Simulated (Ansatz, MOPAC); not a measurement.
Species: PbClF, net charge 0, singlet state. SMILES: [F][Pb][Cl]
Coordinates optimised at B3LYP-D3(BJ)/def2-TZVP (Ansatz, an electronic-structure program):
```xyz
3

Pb     0.1300     0.1168     0.3636
F      0.9246     1.4374    -1.0008
Cl    -1.1166    -1.3244    -1.2239
```

Wanted: vertical electron affinity to the doublet, in eV. Conventions: dispersion terms only where a functional's name holds one; each state is the SCF solution reached for its charge and spin; 6-31G* and kin with 6d, 5d where marked; valence correlation only (noble-gas shells and the d and f shells of earlier blocks); UHF or UKS for open shells; def2 sets with scalar-relativistic core potentials past Kr; no spin-orbit coupling; PM7 with its own dispersion and hydrogen-bond terms; LANL2DZ with its own core potentials from Na on. Ab initio and DFT rows: single points at B3LYP-D3(BJ) geometries (Ansatz). Semi-empirical rows: differences of heats of formation at the shared geometry for vertical values.

| level | program | vertical electron affinity to the doublet (eV) |
|---|---|---|
| PM3 | MOPAC | 2.68 |
| PM6 | MOPAC | 2.60 |
| PM7 | MOPAC | 1.91 |
| MNDO | MOPAC | 2.06 |
| B3LYP/6-31G* with LANL2DZ past Ar | Ansatz | 0.94 |
| MP2/6-31G* with LANL2DZ past Ar | Ansatz | 0.49 |
| wB97M-V/def2-TZVPD | Ansatz | 1.29 |

No value to compare with is used here. The 6 habitual levels span 0.49 (MP2/6-31G* with LANL2DZ past Ar) to 2.68 eV (PM3); wB97M-V/def2-TZVPD gives 1.29.

The levels are drawn from those run, B3LYP/6-31G* more often than the rest, none by its result; left out are runs that failed, that the program found above a lower state of the same kind, or whose <S^2> lies over 0.5 above the pure value.
